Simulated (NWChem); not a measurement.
System: CH₆FNOSi; SMILES CO[Si@H](N)F

Here is an NWChem input.

```
start job
memory heap 200 mb stack 900 mb global 1100 mb
geometry units angstroms noautoz
  C      0.013764     2.015484     0.531725
  O      0.245566     1.127162    -0.557709
  Si     0.099394    -0.506204    -0.481398
  N     -1.373541    -0.950893     0.279938
  F      1.237515    -1.190971     0.435362
  H      0.936646     2.161669     1.105503
  H     -0.767005     1.636541     1.201193
  H     -0.301534     2.980320     0.123056
  H      0.320260    -0.947314    -1.872846
  H     -1.436647    -1.811082     0.809243
  H     -2.270924    -0.674590    -0.097028
end
basis spherical
  C library 6-31g*
  O library 6-31g*
  Si library 6-31g*
  N library 6-31g*
  F library 6-31g*
  H library 6-31g*
end
dft
  xc xperdew91 perdew91
  iterations 150
  mulliken
end
task dft energy
```

Structure relaxed at the B3LYP/6-31G* (spherical d) level.

Problem. Predict the main results of this run. (PW91/6-31G* (spherical d).) Quantities: energy (Ha); highest occupied level (eV); orbital gap (eV); dipole (D).

Solution. The energy (Ha) comes out as -561.01, the highest occupied level (eV) is -6.02 and the orbital gap (eV) comes out as 6.85. The dipole (D) is 2.44.
